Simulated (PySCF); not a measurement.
## Basis and Hamiltonian dependence of the ionisation energy of Al⁺

Al⁺ [Ne] 3s2 (1S) → Al²⁺ [Ne] 3s1 (2S). Calculated with PySCF 2.14 from differences of total energies of unrestricted determinants, without spin-orbit coupling. Values in eV.

```
                                                                  basis       Hamiltonian  functions     UHF     PBE    PBE0  MP2 (valence)  CCSD(T) (valence)  CCSD(T) (valence and next inner shell)
                                                               def2-SVP  non-relativistic         18  17.481  18.771     n/a         18.173             18.519                                     n/a
                                                                pcseg-2  non-relativistic         34  17.497     n/a  18.644         18.234             18.556                                     n/a
                                                          aug-cc-pwCVDZ  non-relativistic         36  17.540  18.788  18.682         18.235             18.595                                  18.700
                                                            x2c-TZVPall     spin-free X2C         37  17.559     n/a  18.707         18.297             18.623                                     n/a
                                                           x2c-TZVPPall     spin-free X2C         42  17.559  18.816  18.707         18.307             18.625                                  18.749
                                                             dyall-av2z  non-relativistic         50  17.520  18.764  18.656         18.221             18.579                                     n/a
         x2c-TZVPPall with one added diffuse shell each of s, p, d type     spin-free X2C         51  17.561  18.815  18.707         18.312             18.630                                  18.753
   aug-cc-pV(T+d)Z with one added diffuse shell each of s, p, d, f type  non-relativistic         71  17.521  18.752  18.649         18.279             18.598                                     n/a
      x2c-QZVPPall with one added diffuse shell each of s, p, d, f type     spin-free X2C         86  17.551  18.790  18.684         18.350             18.646                                  18.786
                                                        aug-cc-pV(Q+d)Z  non-relativistic         89  17.521  18.763  18.656         18.314             18.615                                     n/a
   aug-cc-pCVTZ-DK with one added diffuse shell each of s, p, d, f type     spin-free X2C         91  17.551  18.789  18.684         18.315             18.630                                  18.754
aug-cc-pV(Q+d)Z with one added diffuse shell each of s, p, d, f, g type  non-relativistic        114  17.521  18.763  18.656         18.314                n/a                                     n/a
                                                        aug-cc-pV(5+d)Z  non-relativistic        136  17.521  18.755  18.651         18.333                n/a                                     n/a
```

Q: Estimate the row for def2-TZVPPD (non-relativistic, 48 functions).

A: From the rows with the same Hamiltonian and similar size; the calculation gives UHF 17.53; PBE 18.78; PBE0 18.68; MP2 (valence) 18.29; CCSD(T) (valence) 18.61; CCSD(T) (valence and next inner shell) 18.73 (eV).

Extrapolation of MP2 (valence) from aug-cc-pV(Q+d)Z and aug-cc-pV(5+d)Z: the correlation parts are 0.793 and 0.812 eV; with the X⁻³ form and unrounded values, (5³ × 0.812 − 4³ × 0.793)/(5³ − 4³) = 0.833 eV, and adding the Hartree-Fock value 17.521 eV of the larger basis gives 18.354 eV.

Frozen in the all-electron rows: valence: [Ne]; valence and next inner shell: 1s2.

Reference for a calculation without spin-orbit coupling: 18.829 eV (measured, between term centres; NIST).
